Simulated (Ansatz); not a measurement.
Si₁₇OH₂₂, a nanocrystal with a defect cut from the lattice of silicon (double-bonded O in place of two caps), relaxed as a singlet with RKS r2SCAN-D4/def2-SVP in Ansatz, starting from the GFN2-xTB geometry. Force threshold 0.03 eV/Å.

Single mean-field runs in def2-SVP are fitted with def2-universal-jkfit.

Start:

```xyz
40

Si    1.567    2.118   -3.582
Si    0.391   -2.019   -2.363
Si    1.257    0.006    3.997
Si    0.292   -2.693    1.408
Si    1.478    0.788    0.155
Si   -1.771    1.131   -1.922
Si   -1.946    0.325    1.962
Si   -3.005   -2.314   -0.679
Si    2.568    2.046   -1.492
Si    2.407    1.136    2.292
Si    1.423   -1.544   -0.329
Si   -0.725    2.453   -3.536
Si   -1.789   -1.187   -2.329
Si    1.287   -2.271    3.477
Si   -0.976    0.724    4.054
Si   -1.960   -1.960    1.379
Si   -0.820    1.424    0.211
O     1.892   -3.325    4.381
H     2.238    3.065   -4.484
H     1.813    0.811   -4.215
H     0.390   -3.466   -2.620
H     1.150   -1.477   -3.498
H     1.897    0.249    5.306
H     0.308   -4.142    1.116
H    -3.191    1.535   -1.812
H    -3.347    0.791    1.970
H    -3.138   -3.749   -0.971
H    -4.399   -1.847   -0.645
H     3.967    1.600   -1.577
H     2.680    3.418   -0.966
H     3.828    0.753    2.292
H     2.431    2.577    2.580
H     2.825   -2.009   -0.328
H    -1.326    2.243   -4.861
H    -1.002    3.872   -3.261
H    -2.420   -1.417   -3.642
H    -1.723    0.033    5.117
H    -1.063    2.139    4.444
H    -2.669   -2.684    2.455
H    -0.818    2.869    0.521
```

Estimate the energy that the relaxation releases and the steps that it takes.

0.43 eV, in 5 steps; 41 s on 2 threads of AMD EPYC 7R13 on a shared host and a share (18 GiB) of an NVIDIA H100 80GB HBM3. No frequencies were taken in this run, so the end may be a saddle point.

Does the start keep its bonding and symmetry?

By distances, no bond broke or formed. The bond that changes most is Si14–O18, from 1.51 to 1.55 Å (atoms count from 1).

Predict the relaxed structure.


```xyz
40

Si    1.573    2.009   -3.565
Si    0.415   -2.049   -2.364
Si    1.261    0.014    3.960
Si    0.285   -2.717    1.332
Si    1.403    0.773    0.160
Si   -1.827    1.140   -1.861
Si   -1.982    0.352    1.915
Si   -2.973   -2.301   -0.684
Si    2.565    2.057   -1.432
Si    2.406    1.165    2.250
Si    1.466   -1.524   -0.327
Si   -0.733    2.462   -3.469
Si   -1.763   -1.160   -2.352
Si    1.285   -2.285    3.424
Si   -0.979    0.747    4.004
Si   -1.942   -1.944    1.403
Si   -0.826    1.515    0.233
O     1.889   -3.377    4.343
H     2.237    3.034   -4.434
H     1.793    0.667   -4.188
H     0.312   -3.542   -2.457
H     1.204   -1.561   -3.537
H     1.920    0.219    5.290
H     0.319   -4.185    1.037
H    -3.271    1.548   -1.790
H    -3.412    0.806    1.946
H    -2.998   -3.768   -0.985
H    -4.384   -1.798   -0.636
H     3.987    1.594   -1.515
H     2.563    3.473   -0.940
H     3.835    0.719    2.217
H     2.377    2.636    2.536
H     2.894   -1.986   -0.332
H    -1.345    2.253   -4.821
H    -0.919    3.900   -3.088
H    -2.408   -1.396   -3.687
H    -1.722    0.012    5.077
H    -1.014    2.212    4.319
H    -2.670   -2.698    2.476
H    -0.822    2.985    0.540
```
Bond lengths: 22 × Si–Si 2.35 to 2.36 Å; 1 × O–Si 1.55 Å; 22 × H–Si 1.50 Å.
